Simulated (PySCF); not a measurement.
Compound: C₃H₁₀BN.
Bonds: C1–C2, C2–C3, C2–B4, B4–N5. Hydrogens: H6, H7, H8 on C1; H9 on C2; H10, H11, H12 on C3; H13 on B4; H14, H15 on N5.

Computed by this run: PBE0-D3(BJ)/def2-SVP geometry optimisation, gas phase in PySCF 2.14.0; density fitting, grid level 1; the optimiser is geomeTRIC in internal coordinates, started from a GFN2-xTB structure with every atom displaced at random (about 0.01 Å).

Step 0: E = -5431.2653 eV
```
atom  x, y, z in Å  |  force x, y, z in eV/Å
C1     -0.8347   -1.1457    0.2673   -0.477   1.918  -0.398
C2      0.3840   -0.2398    0.1184    0.504   0.072  -0.072
C3      0.0460    0.9464   -0.8090    1.133  -0.385   1.324
B4      1.6693   -1.0600   -0.4500   -2.769   1.041   0.183
N5      2.8187   -1.0928    0.2481    1.074   0.509   1.524
H6     -1.7039   -0.5365    0.6312    0.360  -0.459  -0.100
H7     -1.1187   -1.5487   -0.6996   -0.173  -0.381  -0.457
H8     -0.6516   -1.9329    0.9499    0.127  -1.274   0.988
H9      0.6114    0.1820    1.1323    0.055  -0.177  -0.390
H10    -0.7807    1.5173   -0.4049   -0.598   0.348   0.082
H11     0.9128    1.6133   -0.8759    0.088   0.237  -0.142
H12    -0.1813    0.5942   -1.7902   -0.396  -0.296  -1.182
H13     1.5447   -1.6323   -1.4726    0.111  -0.462  -0.798
H14     3.6331   -1.5701   -0.0343    1.096  -0.697  -0.481
H15     2.9472   -0.6193    1.1365   -0.137   0.007  -0.080
```

Step 1: E = -5431.4761 eV
```
atom  x, y, z in Å  |  force x, y, z in eV/Å
C1     -0.8392   -1.1262    0.2736    0.105  -0.364   0.174
C2      0.3830   -0.2219    0.1189   -0.071   0.034   0.066
C3      0.0681    0.9547   -0.8063   -0.095  -0.034  -0.192
B4      1.6187   -1.0444   -0.4276    0.286   0.060   0.091
N5      2.8273   -1.1036    0.2737   -0.115  -0.093  -0.225
H6     -1.7052   -0.5788    0.6771   -0.054   0.054   0.006
H7     -1.1379   -1.5524   -0.6993   -0.007   0.001   0.029
H8     -0.6391   -1.9785    0.9590   -0.071   0.235  -0.201
H9      0.6292    0.1947    1.1159    0.022  -0.034  -0.012
H10    -0.8081    1.5215   -0.4422    0.044  -0.017  -0.051
H11     0.9104    1.6585   -0.8817    0.039   0.033  -0.003
H12    -0.1629    0.6091   -1.8349    0.028   0.054   0.204
H13     1.5454   -1.6272   -1.4917    0.009  -0.017   0.001
H14     3.6553   -1.5936   -0.0487   -0.173   0.051   0.026
H15     2.9514   -0.6366    1.1615    0.052   0.037   0.086
```

Question: Estimate the geometry and energy of step 2. (The exact step hangs on the optimiser's Hessian estimate; all steps are aligned on step 1, rigid shifts and turns removed.)

Answer: E = -5431.4814 eV, largest force 0.142 eV/Å
```
atom  x, y, z in Å  |  force x, y, z in eV/Å
C1     -0.8403   -1.1313    0.2738    0.032  -0.068   0.040
C2      0.3754   -0.2131    0.1280    0.018   0.037   0.072
C3      0.0635    0.9575   -0.8088    0.005  -0.018  -0.032
B4      1.6250   -1.0244   -0.4080    0.019  -0.019  -0.043
N5      2.8371   -1.1064    0.2752   -0.134   0.039  -0.025
H6     -1.7166   -0.5861    0.6642    0.005   0.010  -0.017
H7     -1.1267   -1.5648   -0.6988    0.000   0.005  -0.002
H8     -0.6443   -1.9732    0.9597   -0.005   0.045  -0.028
H9      0.6111    0.2055    1.1260    0.001  -0.007   0.004
H10    -0.8191    1.5234   -0.4646    0.003   0.002  -0.002
H11     0.9042    1.6661   -0.8805    0.002  -0.004   0.004
H12    -0.1530    0.6023   -1.8309    0.003   0.001   0.024
H13     1.5486   -1.6086   -1.4715   -0.001  -0.011  -0.027
H14     3.6319   -1.6190   -0.0825    0.020   0.014   0.047
H15     2.9996   -0.6524    1.1661    0.032  -0.025  -0.016
```

The energy changes by -0.0053 eV. The first-order estimate −F·Δx gives -0.0135 eV and the mean of the old and new forces, exact on a quadratic surface, -0.0056 eV. The step makes an angle of 79° with the force vector and moves no atom by more than 0.051 Å.

What follows is the cost of the whole optimisation. The run took 23 s of wall time on Arm Neoverse V2, one thread, no GPU, shared host with 192 logical CPUs at a one-minute load of 78, and the process peaked at 0.49 GiB of memory.
